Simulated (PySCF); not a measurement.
CH2N, SMILES C=[N], multiplicity 2. Geometry: PBE-D3(BJ)/def2-TZVPD. The isomer is the one that the SMILES or the coordinates give; other isomers of the formula were not compared.

The numbers are results of PBE-D3(BJ)/def2-TZVPD in PySCF 2.14.0, not measurements.

Harmonic wavenumbers (cm⁻¹): 880, 941, 1316, 1682, 2877, 2921. Rotational constants (GHz): 282.5, 38.98, 34.25; symmetry number 2.

### Question
Work out the zero-point energy and the ideal-gas rigid-rotor harmonic-oscillator thermochemistry at 298.15 K and 1 atm.

### Answer
ZPE = ½ Σ hcν = ½ × 10616 cm⁻¹ = 63.50 kJ/mol. H − E(el) = 73.72 kJ/mol. Entropy in J/(mol K): translation 150.32, rotation 67.02, vibration 1.26, spin 5.76, total 224.36. G − E(el) = 6.83 kJ/mol. Cp = 38.09 J/(mol K).
